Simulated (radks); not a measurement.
Excited configurations of Au+: one electron is placed in a higher orbital outside [Xe] 4f14 5d9. The ground configuration is [Xe] 4f14 5d10. All-electron calculation, Dirac Kohn-Sham, PBE, spin-unpolarised, spherical densities, finite nucleus; open shells are shared between the two j in proportion to 2j + 1; Fermi nuclear charge, rms radius 5.4371 fm. Program: a radial shooting solver on a logarithmic mesh with Libxc functionals. Excitation = E - E(ground); binding = E(ion) - E, where the ion is the core of charge +2; n* = 2/sqrt(2 binding) in atomic units, and the quantum defect is n - n*. Eigenvalue and <r> are those of j = l + 1/2.

| outer orbital | excitation (eV) | binding (eV) | n* | quantum defect | <r> (bohr) |
|---|---|---|---|---|---|
| 5f | 17.688 | 3.542 | 3.920 | 1.080 | 8.506 |
| 6s | 2.737 | 18.492 | 1.716 | 4.284 | 2.573 |
| 6p | 9.737 | 11.492 | 2.176 | 3.824 | 3.537 |
| 6d | 15.568 | 5.662 | 3.100 | 2.900 | 6.013 |
| 6f | 18.818 | 2.412 | 4.751 | 1.249 | 14.41 |
| 7s | 14.189 | 7.040 | 2.780 | 4.220 | 6.045 |
| 7p | 15.879 | 5.350 | 3.189 | 3.811 | 7.624 |
| 7d | 17.832 | 3.397 | 4.003 | 2.997 | 11.14 |
| 7f | 19.503 | 1.726 | 5.615 | 1.385 | 21.69 |

The Delta-SCF ionisation energy is 21.229 eV (NIST Atomic Spectra Database: 20.20 eV, measured). Self-interaction in the functional shifts the binding energies and quantum defects, so they are the method's values and not measured ones. Spin polarisation and multiplet splitting are left out, so open shells lie too high by an amount that depends on their filling. Sharing an open shell by 2j + 1 raises it above the true ground level by a part of the spin-orbit splitting, which enters the differences from NIST.

Beside tabulated values, note that spin-unpolarised runs miss the spin-polarisation part of the exchange energy of open shells.
